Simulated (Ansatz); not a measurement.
A short molecular-dynamics run on H₅N₂OSc (`[NH2][Sc]([NH2])[OH]`).

```yaml
crystal:
  periodic: [false, false, false]
  atoms:
    - {symbol: N, position_ang: [-0.164381, 1.407361, -1.197500]}
    - {symbol: Sc, position_ang: [-0.209677, 0.004619, 0.217681]}
    - {symbol: N, position_ang: [1.169996, -1.432408, 0.155295]}
    - {symbol: O, position_ang: [-1.509369, 0.035600, 1.566295]}
    - {symbol: H, position_ang: [0.501109, 1.464018, -1.958833]}
    - {symbol: H, position_ang: [-0.794019, 2.193473, -1.295762]}
    - {symbol: H, position_ang: [1.272932, -2.206178, 0.799307]}
    - {symbol: H, position_ang: [1.905263, -1.522112, -0.535399]}
    - {symbol: H, position_ang: [-2.171853, 0.055626, 2.248906]}
basis:
  gaussian: {orbitals: "6-31G*"}
hamiltonian: {xc: {name: r2SCAN}, dispersion: rvv10}
md: {timestep: 2 fs, n_steps: 30, ensemble: nvt_langevin, temperature: 300, initial_velocities: maxwell_boltzmann, friction: 0.01, seed: 982}
```

```sh
$ ansatz run in.yaml --threads 4 --pin off --events-out ev --progress --plain --max-ram 10444MiB
```

```json
{"step": "0", "time (fs)": "0.0", "potential energy (eV)": "-25804.5766", "kinetic (eV)": "0.3102", "T (K)": "267", "conserved (eV)": "–"}
{"step": "1", "time (fs)": "2.0", "potential energy (eV)": "-25804.4571", "kinetic (eV)": "0.2235", "T (K)": "192", "conserved (eV)": "–"}
{"step": "2", "time (fs)": "4.0", "potential energy (eV)": "-25804.5019", "kinetic (eV)": "0.2409", "T (K)": "207", "conserved (eV)": "–"}
{"step": "3", "time (fs)": "6.0", "potential energy (eV)": "-25804.4411", "kinetic (eV)": "0.2162", "T (K)": "186", "conserved (eV)": "–"}
{"step": "4", "time (fs)": "8.0", "potential energy (eV)": "-25804.4857", "kinetic (eV)": "0.2769", "T (K)": "238", "conserved (eV)": "–"}
{"step": "5", "time (fs)": "10.0", "potential energy (eV)": "-25804.4427", "kinetic (eV)": "0.2562", "T (K)": "220", "conserved (eV)": "–"}
{"step": "6", "time (fs)": "12.0", "potential energy (eV)": "-25804.4470", "kinetic (eV)": "0.2332", "T (K)": "200", "conserved (eV)": "–"}
{"step": "7", "time (fs)": "14.0", "potential energy (eV)": "-25804.4115", "kinetic (eV)": "0.1963", "T (K)": "169", "conserved (eV)": "–"}
{"step": "8", "time (fs)": "16.0", "potential energy (eV)": "-25804.4080", "kinetic (eV)": "0.2071", "T (K)": "178", "conserved (eV)": "–"}
{"step": "9", "time (fs)": "18.0", "potential energy (eV)": "-25804.4143", "kinetic (eV)": "0.2031", "T (K)": "175", "conserved (eV)": "–"}
{"step": "10", "time (fs)": "20.0", "potential energy (eV)": "-25804.4317", "kinetic (eV)": "0.2076", "T (K)": "178", "conserved (eV)": "–"}
{"step": "11", "time (fs)": "22.0", "potential energy (eV)": "-25804.4324", "kinetic (eV)": "0.2319", "T (K)": "199", "conserved (eV)": "–"}
{"step": "12", "time (fs)": "24.0", "potential energy (eV)": "-25804.3768", "kinetic (eV)": "0.2070", "T (K)": "178", "conserved (eV)": "–"}
{"step": "13", "time (fs)": "26.0", "potential energy (eV)": "-25804.4194", "kinetic (eV)": "0.2330", "T (K)": "200", "conserved (eV)": "–"}
{"step": "14", "time (fs)": "28.0", "potential energy (eV)": "-25804.3766", "kinetic (eV)": "0.2268", "T (K)": "195", "conserved (eV)": "–"}
{"step": "15", "time (fs)": "30.0", "potential energy (eV)": "-25804.4549", "kinetic (eV)": "0.2472", "T (K)": "212", "conserved (eV)": "–"}
{"step": "16", "time (fs)": "32.0", "potential energy (eV)": "-25804.4045", "kinetic (eV)": "0.2380", "T (K)": "205", "conserved (eV)": "–"}
{"step": "17", "time (fs)": "34.0", "potential energy (eV)": "-25804.4752", "kinetic (eV)": "0.2546", "T (K)": "219", "conserved (eV)": "–"}
{"step": "18", "time (fs)": "36.0", "potential energy (eV)": "-25804.3676", "kinetic (eV)": "0.1736", "T (K)": "149", "conserved (eV)": "–"}
{"step": "19", "time (fs)": "38.0", "potential energy (eV)": "-25804.4612", "kinetic (eV)": "0.2239", "T (K)": "192", "conserved (eV)": "–"}
{"step": "20", "time (fs)": "40.0", "potential energy (eV)": "-25804.4339", "kinetic (eV)": "0.2121", "T (K)": "182", "conserved (eV)": "–"}
{"step": "21", "time (fs)": "42.0", "potential energy (eV)": "-25804.4316", "kinetic (eV)": "0.2169", "T (K)": "186", "conserved (eV)": "–"}
{"step": "22", "time (fs)": "44.0", "potential energy (eV)": "-25804.4544", "kinetic (eV)": "0.1857", "T (K)": "160", "conserved (eV)": "–"}
{"step": "23", "time (fs)": "46.0", "potential energy (eV)": "-25804.3862", "kinetic (eV)": "0.1676", "T (K)": "144", "conserved (eV)": "–"}
{"step": "24", "time (fs)": "48.0", "potential energy (eV)": "-25804.4216", "kinetic (eV)": "0.2403", "T (K)": "207", "conserved (eV)": "–"}
{"step": "25", "time (fs)": "50.0", "potential energy (eV)": "-25804.3717", "kinetic (eV)": "0.2138", "T (K)": "184", "conserved (eV)": "–"}
{"step": "26", "time (fs)": "52.0", "potential energy (eV)": "-25804.4727", "kinetic (eV)": "0.2636", "T (K)": "227", "conserved (eV)": "–"}
{"step": "27", "time (fs)": "54.0", "potential energy (eV)": "-25804.4124", "kinetic (eV)": "0.2020", "T (K)": "174", "conserved (eV)": "–"}
{"step": "28", "time (fs)": "56.0", "potential energy (eV)": "-25804.4424", "kinetic (eV)": "0.2617", "T (K)": "225", "conserved (eV)": "–"}
{"step": "29", "time (fs)": "58.0", "potential energy (eV)": "-25804.3739", "kinetic (eV)": "0.2074", "T (K)": "178", "conserved (eV)": "–"}
{"step": "30", "time (fs)": "60.0", "potential energy (eV)": "-25804.4249", "kinetic (eV)": "0.2001", "T (K)": "172", "conserved (eV)": "–"}
```

Velocities are drawn at the set temperature; a run this short doesn't reach equilibrium.

Frames (Å, forces in eV/Å):

```xyz
9
time=0.0 fs
N    -0.164    1.407   -1.198   -0.018   -0.292    0.303
Sc   -0.210    0.005    0.218   -0.145    0.004    0.150
N     1.170   -1.432    0.155   -0.296    0.299    0.022
O    -1.509    0.036    1.566    0.495   -0.014   -0.511
H     0.501    1.464   -1.959    0.176    0.031   -0.217
H    -0.794    2.193   -1.296   -0.162    0.219   -0.042
H     1.273   -2.206    0.799    0.043   -0.216    0.166
H     1.905   -1.522   -0.535    0.209   -0.040   -0.183
H    -2.172    0.056    2.249   -0.302    0.009    0.311
9
time=2.0 fs
N    -0.165    1.411   -1.203   -0.293    0.903   -0.432
Sc   -0.207    0.002    0.220   -0.167    0.071    0.064
N     1.163   -1.448    0.149   -0.351    1.467   -0.996
O    -1.511    0.051    1.568    0.092   -0.008   -0.108
H     0.541    1.484   -1.977   -1.021    0.177    0.837
H    -0.849    2.225   -1.249    1.305   -1.249   -0.204
H     1.302   -2.212    0.744    0.088   -1.515    1.358
H     1.908   -1.523   -0.533    0.181    0.152   -0.354
H    -2.182    0.037    2.260    0.166    0.003   -0.165
9
time=4.0 fs
N    -0.167    1.418   -1.211   -0.041    0.125    0.126
Sc   -0.206    0.001    0.222   -0.175    0.149   -0.042
N     1.154   -1.458    0.138    0.590   -0.609    0.098
O    -1.513    0.065    1.569   -0.123   -0.032    0.102
H     0.546    1.516   -1.963   -0.890    0.226    0.595
H    -0.851    2.207   -1.217    0.912   -0.650   -0.358
H     1.327   -2.281    0.740   -0.350    0.541   -0.178
H     1.921   -1.517   -0.547   -0.345    0.225    0.082
H    -2.188    0.019    2.266    0.423    0.025   -0.425
9
time=6.0 fs
N    -0.170    1.427   -1.220    0.488   -2.268    1.605
Sc   -0.206   -0.001    0.224   -0.182    0.210   -0.131
N     1.148   -1.469    0.125    0.909   -1.305    0.450
O    -1.518    0.079    1.572    0.493    0.002   -0.542
H     0.517    1.560   -1.926    0.555    0.329   -0.826
H    -0.818    2.162   -1.203   -1.073    1.521   -0.261
H     1.332   -2.327    0.723   -0.499    1.347   -0.748
H     1.924   -1.503   -0.563   -0.568    0.183    0.307
H    -2.177    0.000    2.260   -0.123   -0.020    0.146
9
time=8.0 fs
N    -0.172    1.430   -1.224   -0.340   -1.796    1.951
Sc   -0.206   -0.004    0.227   -0.161    0.251   -0.222
N     1.146   -1.482    0.114    0.042    0.274   -0.118
O    -1.523    0.096    1.574    0.776    0.032   -0.840
H     0.506    1.615   -1.913    0.998    0.348   -1.175
H    -0.830    2.175   -1.195   -0.688    0.934   -0.145
H     1.318   -2.311    0.673   -0.148   -0.072    0.191
H     1.903   -1.477   -0.574   -0.124    0.101   -0.041
H    -2.169   -0.023    2.259   -0.355   -0.072    0.399
9
time=10.0 fs
N    -0.175    1.429   -1.222   -0.241    0.398    0.390
Sc   -0.206   -0.006    0.230   -0.119    0.265   -0.298
N     1.143   -1.494    0.101   -0.894    2.458   -1.068
O    -1.525    0.115    1.572    0.016   -0.155   -0.026
H     0.531    1.680   -1.933   -0.484   -0.209    0.405
H    -0.865    2.215   -1.195    0.704   -0.754   -0.112
H     1.295   -2.291    0.630    0.368   -2.051    1.374
H     1.878   -1.444   -0.593    0.241   -0.043   -0.255
H    -2.177   -0.051    2.272    0.409    0.091   -0.409
9
time=12.0 fs
N    -0.181    1.428   -1.221    0.141    0.940   -0.207
Sc   -0.207   -0.007    0.232   -0.065    0.259   -0.360
N     1.139   -1.500    0.084   -0.662    0.388    0.467
O    -1.524    0.133    1.571   -0.309   -0.294    0.324
H     0.533    1.732   -1.933   -0.840   -0.595    0.878
H    -0.871    2.220   -1.204    0.684   -0.925    0.028
H     1.284   -2.349    0.641    0.126    0.318   -0.370
H     1.862   -1.411   -0.622    0.230   -0.303   -0.044
H    -2.174   -0.079    2.275    0.696    0.212   -0.716
9
time=14.0 fs
N    -0.187    1.430   -1.221    0.370   -0.366    0.481
Sc   -0.209   -0.008    0.233    0.041    0.268   -0.487
N     1.133   -1.505    0.066   -0.373   -0.659    1.068
O    -1.523    0.147    1.571    0.537   -0.010   -0.602
H     0.503    1.758   -1.900    0.117   -0.431    0.057
H    -0.856    2.188   -1.214   -0.503    0.194    0.193
H     1.277   -2.392    0.643    0.039    1.596   -1.297
H     1.858   -1.388   -0.650   -0.001   -0.500    0.299
H    -2.149   -0.103    2.246   -0.227   -0.093    0.289
9
time=16.0 fs
N    -0.193    1.432   -1.221    0.210   -1.517    1.316
Sc   -0.212   -0.009    0.235    0.179    0.280   -0.653
N     1.126   -1.513    0.050   -0.527    0.435    0.383
O    -1.522    0.161    1.570    0.895    0.196   -0.997
H     0.483    1.765   -1.868    1.044   -0.057   -0.798
H    -0.859    2.162   -1.218   -1.271    0.957    0.233
H     1.274   -2.370    0.603    0.201    0.485   -0.569
H     1.851   -1.385   -0.665   -0.036   -0.467    0.289
H    -2.133   -0.127    2.225   -0.695   -0.312    0.795
9
time=18.0 fs
N    -0.198    1.430   -1.215    0.013    0.060    0.466
Sc   -0.215   -0.009    0.238    0.324    0.258   -0.802
N     1.117   -1.520    0.035   -1.103    2.902   -1.068
O    -1.518    0.174    1.566   -0.333   -0.334    0.303
H     0.510    1.770   -1.874   -0.083   -0.391    0.151
H    -0.904    2.175   -1.216    0.049   -0.258    0.109
H     1.283   -2.324    0.543    0.587   -2.232    1.272
H     1.835   -1.400   -0.673    0.156   -0.229   -0.070
H    -2.141   -0.161    2.233    0.388    0.224   -0.359
9
time=20.0 fs
N    -0.202    1.427   -1.209    0.131    0.851   -0.127
Sc   -0.217   -0.007    0.240    0.449    0.222   -0.904
N     1.105   -1.521    0.018   -0.504    0.880    0.063
O    -1.513    0.187    1.563   -0.934   -0.622    0.919
H     0.541    1.757   -1.880   -1.021   -0.552    0.844
H    -0.938    2.178   -1.205    0.863   -0.829   -0.045
H     1.312   -2.360    0.533    0.062   -0.403    0.242
H     1.827   -1.421   -0.689    0.116   -0.071   -0.166
H    -2.140   -0.189    2.229    0.837    0.524   -0.826
9
time=22.0 fs
N    -0.206    1.426   -1.205   -0.075   -0.061    0.569
Sc   -0.218   -0.004    0.241    0.508    0.194   -0.936
N     1.090   -1.519    0.003    0.807   -1.244    0.650
O    -1.510    0.200    1.562   -0.137   -0.107    0.056
H     0.534    1.720   -1.856   -0.458   -0.114    0.202
H    -0.939    2.152   -1.190    0.505   -0.279   -0.163
H     1.336   -2.416    0.532   -0.581    1.616   -0.860
H     1.832   -1.445   -0.719   -0.508   -0.016    0.348
H    -2.116   -0.192    2.196   -0.061    0.011    0.134
9
time=24.0 fs
N    -0.209    1.425   -1.203   -0.460   -1.722    1.879
Sc   -0.219    0.000    0.240    0.575    0.132   -0.952
N     1.077   -1.521   -0.012    1.042   -1.157    0.376
O    -1.506    0.213    1.562    0.789    0.557   -0.908
H     0.511    1.677   -1.825    0.916    0.528   -1.108
H    -0.930    2.115   -1.176   -0.487    0.830   -0.239
H     1.340   -2.411    0.502   -0.655    1.351   -0.585
H     1.822   -1.465   -0.737   -0.646    0.133    0.355
H    -2.094   -0.188    2.166   -1.074   -0.651    1.182
9
time=26.0 fs
N    -0.215    1.422   -1.198    0.243   -1.340    1.160
Sc   -0.220    0.004    0.238    0.681    0.005   -0.968
N     1.067   -1.529   -0.028   -0.320    1.347   -0.482
O    -1.498    0.226    1.561   -0.588   -0.290    0.491
H     0.532    1.656   -1.834   -0.005    0.325   -0.394
H    -0.940    2.112   -1.172   -0.270    0.755   -0.336
H     1.327   -2.351    0.448    0.022   -1.363    1.112
H     1.786   -1.481   -0.742    0.034    0.347   -0.465
H    -2.110   -0.207    2.175    0.203    0.214   -0.119
9
time=28.0 fs
N    -0.220    1.416   -1.192    0.168    0.191    0.146
Sc   -0.221    0.007    0.237    0.683   -0.076   -0.901
N     1.058   -1.532   -0.048   -0.974    1.790   -0.254
O    -1.493    0.239    1.564   -1.024   -0.597    0.926
H     0.552    1.646   -1.855   -1.055    0.013    0.514
H    -0.959    2.146   -1.183    0.870   -0.376   -0.338
H     1.318   -2.337    0.437    0.195   -1.809    1.397
H     1.750   -1.495   -0.768    0.517    0.347   -0.968
H    -2.114   -0.213    2.178    0.620    0.517   -0.522
9
time=30.0 fs
N    -0.223    1.413   -1.185   -0.222    0.532    0.106
Sc   -0.222    0.010    0.236    0.584   -0.079   -0.760
N     1.046   -1.528   -0.069    0.488   -0.971    0.831
O    -1.492    0.249    1.569   -0.207   -0.075    0.131
H     0.529    1.637   -1.856   -0.635   -0.019    0.276
H    -0.946    2.165   -1.203    0.860   -0.603   -0.174
H     1.314   -2.387    0.485   -0.529    1.192   -0.679
H     1.732   -1.504   -0.830   -0.184    0.056    0.019
H    -2.096   -0.200    2.162   -0.154   -0.033    0.249
9
time=32.0 fs
N    -0.226    1.410   -1.179   -0.203   -0.383    0.687
Sc   -0.222    0.012    0.235    0.492   -0.101   -0.606
N     1.035   -1.525   -0.086    0.957   -1.426    0.730
O    -1.490    0.258    1.575    0.194    0.164   -0.244
H     0.485    1.630   -1.847    0.575    0.044   -0.622
H    -0.897    2.161   -1.221   -0.356    0.356    0.015
H     1.291   -2.391    0.513   -0.506    1.819   -1.388
H     1.702   -1.506   -0.893   -0.640   -0.180    0.833
H    -2.090   -0.192    2.154   -0.512   -0.294    0.598
9
time=34.0 fs
N    -0.230    1.404   -1.170    0.335   -0.445    0.276
Sc   -0.222    0.014    0.234    0.435   -0.169   -0.453
N     1.028   -1.526   -0.101   -0.081    0.367    0.058
O    -1.486    0.266    1.579   -0.593   -0.430    0.520
H     0.470    1.622   -1.856    0.598   -0.179   -0.496
H    -0.863    2.170   -1.233   -0.909    0.780    0.140
H     1.247   -2.330    0.493    0.133    0.089   -0.391
H     1.644   -1.511   -0.928   -0.212   -0.305    0.517
H    -2.108   -0.196    2.164    0.294    0.292   -0.171
9
time=36.0 fs
N    -0.233    1.399   -1.160    0.258    1.070   -0.836
Sc   -0.222    0.015    0.233    0.366   -0.210   -0.286
N     1.021   -1.529   -0.116   -1.638    3.216   -0.960
O    -1.482    0.273    1.584   -0.687   -0.527    0.599
H     0.482    1.603   -1.879   -0.286   -0.409    0.372
H    -0.868    2.204   -1.236    0.061   -0.382    0.236
H     1.208   -2.271    0.454    0.912   -2.794    1.712
H     1.583   -1.526   -0.942    0.598   -0.338   -0.568
H    -2.115   -0.192    2.162    0.416    0.374   -0.268
9
time=38.0 fs
N    -0.234    1.399   -1.152   -0.010    1.502   -0.995
Sc   -0.221    0.014    0.231    0.263   -0.165   -0.145
N     1.012   -1.525   -0.135   -0.837    0.487    0.978
O    -1.478    0.278    1.590    0.254    0.088   -0.255
H     0.483    1.565   -1.886   -0.501   -0.294    0.498
H    -0.873    2.224   -1.227    0.552   -0.876    0.192
H     1.210   -2.313    0.478    0.219   -0.102   -0.345
H     1.556   -1.559   -0.976    0.540   -0.377   -0.471
H    -2.107   -0.175    2.139   -0.479   -0.264    0.544
9
time=40.0 fs
N    -0.237    1.403   -1.147   -0.113    0.321   -0.023
Sc   -0.219    0.013    0.229    0.152   -0.087   -0.052
N     1.002   -1.520   -0.153    0.589   -1.334    0.773
O    -1.473    0.284    1.594    0.008   -0.118   -0.042
H     0.463    1.519   -1.867    0.241   -0.019   -0.349
H    -0.851    2.211   -1.208   -0.080    0.048    0.031
H     1.226   -2.348    0.495   -0.260    1.453   -1.491
H     1.553   -1.605   -1.031   -0.346   -0.200    0.860
H    -2.120   -0.163    2.140   -0.191   -0.064    0.292
9
time=42.0 fs
N    -0.240    1.409   -1.141    0.477   -1.092    0.506
Sc   -0.218    0.013    0.227    0.067   -0.053    0.031
N     0.994   -1.519   -0.168    0.805   -1.094    0.000
O    -1.466    0.291    1.597   -0.931   -0.739    0.751
H     0.450    1.479   -1.860    0.533    0.118   -0.743
H    -0.829    2.195   -1.186   -0.964    1.358   -0.144
H     1.238   -2.327    0.455   -0.256    0.833   -0.771
H     1.536   -1.658   -1.051   -0.522    0.107    0.906
H    -2.140   -0.154    2.163    0.789    0.562   -0.536
9
time=44.0 fs
N    -0.241    1.411   -1.131    0.470   -0.073   -0.343
Sc   -0.217    0.012    0.225   -0.001   -0.056    0.152
N     0.990   -1.520   -0.181   -0.227    0.833   -0.688
O    -1.461    0.297    1.602   -0.432   -0.447    0.320
H     0.462    1.448   -1.878   -0.369    0.195    0.101
H    -0.843    2.221   -1.171   -0.057    0.318   -0.208
H     1.242   -2.280    0.390    0.230   -1.300    1.267
H     1.502   -1.713   -1.033    0.044    0.273   -0.444
H    -2.131   -0.126    2.164    0.342    0.258   -0.157
9
time=46.0 fs
N    -0.241    1.414   -1.123   -0.073    0.948   -0.667
Sc   -0.216    0.012    0.222   -0.084   -0.050    0.296
N     0.985   -1.519   -0.196   -0.372    0.359    0.336
O    -1.456    0.301    1.609    0.851    0.264   -0.775
H     0.462    1.425   -1.885   -0.696    0.304    0.388
H    -0.859    2.254   -1.161    0.818   -0.783   -0.228
H     1.261   -2.283    0.379   -0.001   -0.796    1.166
H     1.466   -1.764   -1.031    0.432    0.227   -1.385
H    -2.113   -0.090    2.156   -0.875   -0.472    0.870
9
time=48.0 fs
N    -0.243    1.422   -1.119   -0.362    0.489   -0.010
Sc   -0.216    0.012    0.219   -0.159   -0.023    0.392
N     0.980   -1.518   -0.210    0.916   -1.749    0.537
O    -1.447    0.305    1.614   -0.179   -0.346    0.082
H     0.432    1.408   -1.876   -0.055    0.313   -0.294
H    -0.847    2.253   -1.163    0.473   -0.354   -0.217
H     1.293   -2.311    0.406   -0.640    0.997   -0.224
H     1.439   -1.816   -1.075   -0.212    0.536   -0.218
H    -2.129   -0.071    2.188    0.217    0.138   -0.049
9
time=50.0 fs
N    -0.247    1.433   -1.114    0.361   -0.926    0.393
Sc   -0.216    0.012    0.216   -0.144   -0.013    0.377
N     0.977   -1.522   -0.223    1.286   -2.099   -0.092
O    -1.436    0.307    1.619   -0.872   -0.676    0.681
H     0.400    1.400   -1.878    0.395    0.170   -0.695
H    -0.814    2.239   -1.180   -0.701    1.154   -0.202
H     1.308   -2.296    0.422   -0.673    1.160   -0.556
H     1.403   -1.856   -1.124   -0.586    0.762    0.758
H    -2.139   -0.045    2.216    0.935    0.468   -0.665
9
time=52.0 fs
N    -0.250    1.443   -1.108    0.658   -0.454   -0.497
Sc   -0.216    0.013    0.215   -0.052   -0.022    0.269
N     0.978   -1.532   -0.235    0.187   -0.352   -0.412
O    -1.427    0.307    1.623    0.248   -0.152   -0.267
H     0.389    1.404   -1.909   -0.139    0.074    0.092
H    -0.807    2.267   -1.205   -0.465    0.700   -0.050
H     1.299   -2.239    0.419   -0.048   -0.125    0.276
H     1.342   -1.866   -1.140   -0.209    0.403    0.296
H    -2.112    0.001    2.215   -0.181   -0.072    0.292
9
time=54.0 fs
N    -0.251    1.453   -1.106    0.102    0.915   -1.253
Sc   -0.217    0.014    0.214    0.081   -0.044    0.096
N     0.981   -1.544   -0.248   -1.106    1.583   -0.064
O    -1.417    0.305    1.628    0.926    0.114   -0.867
H     0.374    1.416   -1.939   -0.440   -0.008    0.634
H    -0.819    2.312   -1.231    0.393   -0.698    0.250
H     1.288   -2.194    0.423    0.561   -1.265    1.083
H     1.280   -1.866   -1.144    0.355   -0.254   -0.800
H    -2.085    0.034    2.230   -0.871   -0.343    0.921
9
time=56.0 fs
N    -0.249    1.466   -1.108   -0.137    0.772   -0.890
Sc   -0.217    0.014    0.216    0.239   -0.038   -0.154
N     0.982   -1.554   -0.261   -0.678    0.686    0.732
O    -1.405    0.303    1.632   -0.573   -0.425    0.539
H     0.345    1.428   -1.950   -0.089   -0.120    0.314
H    -0.814    2.323   -1.245    0.273   -0.615    0.361
H     1.301   -2.197    0.465    0.094   -0.205   -0.418
H     1.237   -1.885   -1.182    0.275   -0.271   -0.042
H    -2.089    0.046    2.280    0.596    0.216   -0.441
9
time=58.0 fs
N    -0.246    1.483   -1.115    0.079   -0.490    0.139
Sc   -0.216    0.015    0.217    0.336    0.039   -0.389
N     0.982   -1.562   -0.273   -0.198   -0.189    0.754
O    -1.393    0.298    1.641   -0.721   -0.449    0.716
H     0.315    1.431   -1.953    0.434   -0.185   -0.390
H    -0.793    2.315   -1.240   -0.474    0.495    0.235
H     1.319   -2.207    0.494   -0.300    0.538   -1.536
H     1.207   -1.912   -1.225    0.087   -0.008    1.099
H    -2.071    0.062    2.310    0.757    0.250   -0.629
9
time=60.0 fs
N    -0.244    1.495   -1.122    0.277   -0.738    0.046
Sc   -0.215    0.017    0.216    0.367    0.096   -0.516
N     0.983   -1.568   -0.283   -0.599    0.506    0.485
O    -1.382    0.290    1.652    0.455   -0.071   -0.468
H     0.311    1.424   -1.974    0.115   -0.041   -0.038
H    -0.794    2.330   -1.224   -0.365    0.451    0.126
H     1.323   -2.195    0.463   -0.038   -0.007   -0.812
H     1.181   -1.935   -1.222    0.160   -0.069    0.681
H    -2.030    0.084    2.315   -0.372   -0.126    0.497
```

It took 95 s on 4 threads of an Arm Neoverse V2 on a shared host, with 0.19 GiB of host memory at the peak.
